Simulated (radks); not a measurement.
Question: All-electron atom: Yb in [Xe] 4f14 6s2. All-electron calculation, non-relativistic Kohn-Sham, exchange-only PBE, spin-polarised, spherical densities, point nucleus; relativity is left out, which matters for an element this heavy. Program: a radial shooting solver on a logarithmic mesh with Libxc functionals. Some entries of the table are withheld. Estimate them.

| orbital | occ. | eigenvalue (eV) | <1/r> (bohr^-1) | r(max) (bohr) |
|---|---|---|---|---|
| 1s | 2 | -56756.14 | 69.46 | 0.01436 |
| 2s | 2 | -9201.988 | 16.24 | 0.07840 |
| 2p | 6 | -8796.057 | 16.27 | 0.06093 |
| 3s | 2 | -2054.227 | 6.200 | (1) |
| 3p | 6 | -1868.900 | (2) | 0.2043 |
| 3d | 10 | -1523.574 | 6.062 | 0.1618 |
| 4s | 2 | -389.2187 | 2.651 | 0.4902 |
| 4p | 6 | -313.8863 | 2.556 | 0.4927 |
| 4d | 10 | -177.8585 | (3) | 0.4932 |
| 5s | 2 | -44.5846 | 0.9870 | 1.167 |
| 5p | 6 | -25.0737 | 0.8575 | 1.283 |
| 4f | 14 | -6.4134 | 1.785 | 0.4754 |
| 6s | 2 | -3.0200 | 0.2883 | 3.577 |

Answer: 
(1) 3s r(max) (bohr): 0.2164
(2) 3p <1/r> (bohr^-1): 6.147
(3) 4d <1/r> (bohr^-1): 2.347
